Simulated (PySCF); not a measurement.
Compound: GeCl4.
Structure used (PBE0-D3(BJ)/def2-TZVP), in Å, numbered top down from 1:
```xyz
5
GeCl4 angstrom
Cl     1.981    0.035   -0.767
Ge     0.006   -0.006   -0.008
Cl    -1.158    1.463   -0.989
Cl    -0.841   -1.916   -0.343
Cl     0.044    0.389    2.070
```

Linear response at PBE0/aug-cc-pVTZ (PySCF, frozen core in the response, non-relativistic). Isolated species at its PBE0-D3(BJ)/def2-TZVP geometry, gas phase. The PBE0/aug-cc-pVTZ calculation is non-relativistic and has no spin–orbit coupling, an omission that weighs most on germanium.

Static isotropic polarisability: 83.15 au (12.32 Å³), principal values 83.1, 83.2, 83.2 au.

(1) What is the polarisability at 1064 nm and at the sodium D line?

(2) What is the isotropic C6 coefficient between two such molecules, C6 = (3/π)∫α(iω)² dω?

(3) Which effective excitation energy ω̄ makes London's formula C6 = (3/4)α²ω̄ exact here?

(4) How anisotropic is the static polarisability, by Δα² = ½[(α1 − α2)² + (α2 − α3)² + (α3 − α1)²]?

(5) What does −C6/R⁶ come to at R = 10 Å between centres?

(6) What n − 1 at the D line would an ideal gas of it have at 273.15 K and 1 atm (2.6868 × 10¹⁹ cm⁻³), by n − 1 = 2π·N·α′?

(7) How many electrons N does the Slater–Kirkwood formula C6 = (3/4)·√N·α^(3/2) need to give this C6?

(8) What molar refraction at the D line follows from R = (4π/3)·N_A·α′, with α′ the polarisability volume?

(9) The lowest 10 singlets have (eV, f): 5.95, 0.000; 5.95, 0.000; 5.95, 0.000; 6.62, 0.070; 6.62, 0.070; 6.62, 0.070; 6.70, 0.000; 6.71, 0.000; 8.36, 0.000; 8.42, 0.000. What share of the static polarisability do they carry in the sum over states α = Σ f/ω²?

Results:

(1) 83.90 au at 1064 nm (+0.9 %), 85.67 au at 589.3 nm (+3.0 %). The rise at 589.3 nm is 3.37 times that at 1064 nm; a pure ω² law gives 3.26. The lowest singlet lies at 208 nm, shorter than both wavelengths.

(2) 2665 au (Eh·bohr⁶) by a ten-point quadrature over imaginary frequencies, which is 1590 eV·Å⁶ or 154 J·nm⁶/mol.

(3) ω̄ = 4·C6/(3α²) = 0.514 Eh = 14.0 eV. A one-pole form α(ω) = α/(1 − ω²/ω̄²) fitted to the 1064 nm value gives 12.3 eV.

(4) Δα = 0.1 au, or 0.00 of the isotropic value.

(5) -150 J/mol. This is the leading, orientation-averaged term; C8 and higher terms are left out.

(6) 21.43 × 10⁻⁴, a formal value whether or not that pressure can be reached.

(7) N = (4·C6/3)²/α³ = 22.0; the species has 100 electrons in all.

(8) α′ = 12.70 Å³ gives R = 32.02 cm³/mol, for isolated, non-vibrating species.

(9) 3.56 au, 4.3 % of α; the largest term, 1.19 au, is that of the state at 6.62 eV. Their oscillator strengths add up to 0.21. Higher states carry the rest.
